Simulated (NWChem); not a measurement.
# SbI$_{2}$, doublet; SMILES [I][Sb][I]

```xyz
3

Sb     0.0000     0.0000     1.1665
I     -2.1341     0.0000    -0.5603
I      2.1341     0.0000    -0.5603
```
Atoms are numbered in this order, from 1.

Level: PBE-D3(BJ)/def2-SVP with def2 effective core potentials on Sb, I, spin-unrestricted (NWChem), optimised geometry, unscaled harmonic frequencies. In the optimisation the excess spin sits in b2 (C2v, its own frame). This spin state was assumed; another may lie lower. def2 effective core potentials on Sb, I; no spin-orbit coupling.

```tsv
frequency (cm⁻¹)	IR intensity (km/mol)
57	0.1
194	5.6
195	31.4
```

zero-point energy: 0.6 kcal/mol
thermal correction to the enthalpy at 298.15 K (with zero-point energy): 4.2 kcal/mol
heat capacity Cv: 11.6 cal/(mol K)
entropy at 298.15 K and 1 atm (symmetry number 2, electronic part: spin degeneracy alone): 83.8 cal/(mol K)

Rigid rotor and harmonic oscillator; modes under 100 cm⁻¹ make the entropy uncertain.
